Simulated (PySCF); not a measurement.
Adding and removing an electron: BeSi

UHF; PySCF, no relativity, basis sets Be pcseg-1, Si pcseg-1. Neutral (UHF): triplet (π ↑↑), Re = 2.210 Å, ωe = 398 cm⁻¹, De = 0.33 eV, HOMO -7.66 eV, LUMO -0.70 eV.

BeSi⁺ (UHF): doublet (π ↑), Re = 2.385 Å, ωe = 379 cm⁻¹, De = 1.22 eV to Be + Si⁺. The energies at the minima are -303.39800 hartree for BeSi and -303.14983 for BeSi⁺.

(1) Work out the adiabatic ionisation energy, without and with harmonic zero-point energies (1 hartree = 27.2114 eV, 1 eV = 8065.5 cm⁻¹), and the change of the bond length.

For an ion De counts to the pair picked by the measured ionisation energies or electron affinities, which need not be the lowest pair at this level. Hartree–Fock leaves out correlation, which carries a large part of most bond energies and some tenths to 1 eV of ionisation energies. States were picked by a PBE0 search and need not be the measured ground states.

Results:

(1) At UHF: 0.24817 hartree = 6.753 eV between the minima; the zero-point term (379.0 − 398.0)/2 cm⁻¹ = -0.001 eV makes it 6.752 eV. Re changes by +17.5 pm against the neutral. The electron leaves a π orbital; in so polar a molecule the change of length follows mostly from the change of the ionic charges.
